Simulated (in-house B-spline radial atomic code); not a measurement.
Configurations of Sc6+, with energies counted from [Ne] 3s2 3p3. Level of theory: scalar-relativistic (X2C) LDA VWN5, spin-polarised, spherical fractional occupations, Fermi nucleus of rms radius 3.5459 fm; calculated with an all-electron radial atomic-structure program (B-spline basis). Shells without spins written out take the highest spin.

Occupations are held fixed; configurations that lie above the ionisation limit could autoionise.

| configuration | E - E(ref) (eV) | highest orbital | its <r> (bohr) |
| --- | --- | --- | --- |
| [Ne] 3s1 3p4 | 22.605 | 3p down | 1.027 |
| [Ne] 3s1 3p3 4p1 | 90.021 | 4p up | 2.194 |
| [Ne] 3s(0 up, 1 down) 3p(0 up, 3 down) 4p(1 up, 0 down) | 91.775 | 4p up | 2.248 |
| [Ne] 3s2 3p2 4f1 | 92.275 | 4f up | 2.31 |
| [He] 2s2 2p(2 up, 3 down) 3s2 3p(0 up, 3 down) 3d(1 up, 0 down) | 421.21 | 3d up | 0.998 |
| [He] 2s2 2p5 3s2 3p3 4d1 | 471.87 | 4d up | 2.311 |
| [He] 2s2 2p5 3s2 3p3 4f1 | 480.04 | 4f up | 2.274 |

(1) Order these further configurations by energy, lowest first.
A. [Ne] 3s1 3p3 4d1
B. [Ne] 3s2 3p(1 up, 2 down)
C. [He] 2s2 2p5 3s2 3p3 3d1
D. [Ne] 3s(0 up, 1 down) 3p(1 up, 2 down) 3d(0 up, 1 down)
E. [He] 2s2 2p(3 up, 2 down) 3s2 3p(3 up, 1 down)

(2) How far above the reference does [Ne] 3s2 3p2 4s1 lie?

(3) How far above the reference does [Ne] 3s1 3p3 4f1 lie?

Results:

(1) B (3.6603 eV), D (56.981 eV), A (101.14 eV), E (386.72 eV), C (415.79 eV).

(2) 66.72 eV; its least bound orbital is 4s up with <r> = 2.084 bohr.

(3) 107.95 eV; its least bound orbital is 4f up with <r> = 2.284 bohr.
